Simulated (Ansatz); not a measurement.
Consider the cleavage of the Ge–Ge bond: `[Cl][GeH]([Cl])[GeH3]` + `NBS` → `NB[S][GeH3]` + `[Cl][GeH2][Cl]`.

Computed with Ansatz on PBE0-D4/def2-TZVP structures; ΔE is electronic, products minus reactants. CBS: MP2 limit from def2 TZ/QZ plus the TZ coupled-cluster correction, frozen cores. Functionals use def2-TZVPP. B3LYP here is the variant with VWN-RPA as its local correlation; programs differ in this. For Ge outer-core shells are correlated without core-valence functions, which leaves a few kJ/mol of doubt a bond. Scalar relativity is left out up to krypton. Each species was taken in one conformer, which may not be the lowest.

```csv
level,ΔE (kcal/mol)
PBE-D4,-0.3
B97M-V,-3.8
PBE,-0.4
BLYP,-0.1
PBE0,-1.4
B3LYP,-0.9
CCSD/def2-TZVPP,-2.2
SCS-MP2/def2-QZVPP,-3.3
```

Problem. What does CCSD(T)/CBS give? (Best estimate.)

Solution. Computed: -1.9 kcal/mol. The listed levels differ from it by 1.6, -1.9, 1.5, 1.8, 0.5, 1.0, -0.3, -1.4 kcal/mol.

Largest T1 diagnostic among the species: 0.012.

From PBE to PBE0 (25 % exact exchange), in def2-TZVPP and without D4, ΔE moves by −1.0 kcal/mol. In def2-TZVPP, CCSD(T) changes the Hartree–Fock value by +2.3 kcal/mol (the triples alone add −0.1 kcal/mol) and MP2 by +1.4 kcal/mol. Leaving LDA and LC-ωPBE aside and taking each functional with its dispersion term where it has one, the values, not all of them listed here, spread over 3.8 kcal/mol, from B97M-V to BLYP-D4.
